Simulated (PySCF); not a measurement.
Compound: C4H3F5N (doublet state).
Z-matrix (Å and degrees, GFN2-xTB geometry), rows numbered from 1:
```
N 
C   1  1.2288
C   2  1.4817  1  128.06
C   3  1.5504  2  115.08  1    16.31
F   4  1.3476  3  109.47  2   -70.95
F   4  1.3440  3  111.49  2    47.41
C   3  1.5307  2  109.15  1   140.53
F   7  1.3354  3  111.56  2    59.07
F   7  1.3441  3  111.22  2   177.92
F   7  1.3323  3  113.12  2   -61.96
H   1  1.0108  2  122.35  3   179.58
H   3  1.0975  2  107.83  1  -103.69
H   4  1.1028  3  112.24  2   169.08
```

The hyperfine couplings belong to this conformer and change with its torsions.

As a line formula: `[H]/N=[C]/[C@@H](C(F)F)C(F)(F)F` [radical].

Computed, not measured: PySCF 2.14.0, UKS B3LYP, pcH-1 on C F H N, non-relativistic, mean-field spin-orbit, GIAO. One conformer (not necessarily the lowest) at the GFN2-xTB geometry, without solvent, vibrations or thermal averaging. A GFN2-xTB geometry isn't a minimum of the functional, and hyperfine couplings can be far from their values at a DFT geometry. The SCF solution wasn't tested for stability.

Task: Match the computed a_iso(13C) values +258.8, +79.0, +22.2, +5.0 MHz with the sites C2; C3; C4; C7.

Result: 
```json
{"site": "C2", "a_iso (MHz)": "+258.8", "ρ(0) (bohr⁻³)": "+0.2302", "position": "largest spin population", "distance from C2 (Å)": "0.00", "spin population": "+0.70", "largest |T| (MHz)": "111.5"}
{"site": "C3", "a_iso (MHz)": "+79.0", "ρ(0) (bohr⁻³)": "+0.0703", "position": "1 bond from C2", "distance from C2 (Å)": "1.48", "spin population": "+0.01", "largest |T| (MHz)": "18.5"}
{"site": "C4", "a_iso (MHz)": "+22.2", "ρ(0) (bohr⁻³)": "+0.0197", "position": "2 bonds from C2", "distance from C2 (Å)": "2.56", "spin population": "+0.03", "largest |T| (MHz)": "9.1"}
{"site": "C7", "a_iso (MHz)": "+5.0", "ρ(0) (bohr⁻³)": "+0.0045", "position": "2 bonds from C2", "distance from C2 (Å)": "2.45", "spin population": "0.00", "largest |T| (MHz)": "2.8"}
```

Task: The isotropic 1H couplings are +137.9, +21.1, -3.6 MHz. Assign them to H11; H12; H13.

Result: 
| site | a_iso (MHz) | ρ(0) (bohr⁻³) | position | distance from C2 (Å) | bound to | spin population there | largest \|T\| (MHz) |
| --- | --- | --- | --- | --- | --- | --- | --- |
| H11 | +137.9 | +0.0309 | 2 bonds from C2, on N1 of spin population +0.20 | 1.96 | N1 | +0.20 | 27.5 |
| H12 | -3.6 | -0.0008 | 2 bonds from C2 | 2.10 | C3 | +0.01 | 11.8 |
| H13 | +21.1 | +0.0047 | 3 bonds from C2 | 3.50 | C4 | +0.03 | 3.9 |

ρ(0) is the spin density at the nucleus and T the dipolar tensor; entries for several nuclei are means. The largest Mulliken spin populations are on C2 (+0.70) and N1 (+0.20).

Nuclei that the bonding pattern makes equivalent are averaged, as if the motion that swaps them (rotation, inversion, ring flip) were fast. The three 19F nuclei of mean +3.1 MHz run from -2.5 to 11.8 MHz in the frozen geometry.

On an Arm Neoverse V2 with one thread (shared host), this took 94 s wall (with the writing of density and orbital grids) and 1.1 GiB of memory at its peak.
